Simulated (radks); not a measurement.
Results of a calculation; reference values are marked as such.
Ionisation of the magnesium ion Mg3+, [He] 2s2 2p5, to [He] 2s2 2p4 as the strength of local exchange is varied. Code: a radial shooting solver on a logarithmic mesh with Libxc functionals. Model: non-relativistic Kohn-Sham, Slater X-alpha exchange (alpha = 2/3 is LDA exchange), no correlation, spin-polarised, spherical densities, point nucleus; open shells are filled with parallel spins first.

alpha  E(Mg3+) (hartree)  exchange (hartree)  IE (eV)  -e of the level emptied (eV)  <r> of it (bohr)
0.581         -192.87023           -11.57820   104.48                   89.643 (2p)            0.6550
0.667         -194.58990           -13.38276   107.47                   92.646 (2p)            0.6479
0.693         -195.11210           -13.93292   108.38                   93.565 (2p)            0.6458
0.792         -197.11027           -16.04732   111.89                   97.104 (2p)            0.6379
0.801         -197.29269           -16.24107   112.22                   97.430 (2p)            0.6372
0.816         -197.59700           -16.56456   112.75                   97.973 (2p)            0.6361
0.899         -199.28732           -18.36736   115.76                   101.01 (2p)            0.6297
0.938         -200.08533           -19.22196   117.19                   102.45 (2p)            0.6267

NIST Atomic Spectra Database: 109.27 eV (semi-empirical). The Delta-SCF value meets it near alpha = 0.72. Open shells are spherical and high-spin; term and fine-structure splittings are not resolved.
